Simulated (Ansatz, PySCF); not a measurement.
Reaction (SMILES): N[Si](N)(N)Cl → N[Si](N)Cl + [NH2] (NH2) (the N-Si bond at the site shown breaks; other sites are not compared here)
Each molecule is optimised on its own at B3LYP-D3(BJ)/def2-TZVP (Ansatz, a quantum-chemistry and plane-wave program), one conformer each, not searched for the lowest.

Quantity: bond dissociation energy (enthalpy at 298 K, with B3LYP-D3(BJ) rigid-rotor harmonic-oscillator terms from PySCF), in kJ/mol. Correlated levels leave the core frozen unless marked. UHF or UKS for open shells. Spin-orbit coupling is left out. Non-relativistic unless marked X2C. Basis-set limits of correlation are two-point, X^-3; Hartree-Fock from the larger set.

| level | program | bond dissociation energy (kJ/mol) |
|---|---|---|
| revPBE-D4/def2-TZVPD | Ansatz + dftd4 | ? |
| PBE0/def2-SVP | Ansatz | 444.1 |
| PBE0/def2-TZVP | Ansatz | 441.7 |
| BHLYP/def2-TZVPD | Ansatz | 433.2 |
| r2SCANh-D4/def2-TZVPD | Ansatz + dftd4 | 433.8 |
| r2SCANh/def2-TZVPD | Ansatz | 431.4 |
| HSE06/def2-TZVPD | Ansatz | 438.5 |
| LC-wPBE/def2-TZVPD | Ansatz | ? |
| wB97X-V/def2-TZVPD | Ansatz | ? |
| B2GP-PLYP-D3(BJ)/def2-TZVPD | Ansatz + dftd3 | 457.4 |
| B2GP-PLYP-D4/def2-TZVPD | Ansatz + dftd4 | 457.1 |
| B2PLYP-D4/def2-TZVPD | Ansatz + dftd4 | ? |
| SCS-MP2/6-31G | Ansatz | 395.5 |
| SCS-MP2/aug-cc-pV(D+d)Z | Ansatz | 444.1 |
| CCSD/cc-pV(T+d)Z | Ansatz | 449.0 |
| X2C-CCSD(T)/cc-pVTZ-DK | Ansatz | 448.7 |
| CCSD(T)/CBS(aug-cc-pV(T+d)Z,aug-cc-pV(Q+d)Z) | Ansatz | 469.6 |

### Question
What belongs in the gaps?

### Answer

- revPBE-D4/def2-TZVPD, bond dissociation energy (kJ/mol): 426.2
- LC-wPBE/def2-TZVPD, bond dissociation energy (kJ/mol): 451.1
- wB97X-V/def2-TZVPD, bond dissociation energy (kJ/mol): 463.8
- B2PLYP-D4/def2-TZVPD, bond dissociation energy (kJ/mol): 452.1
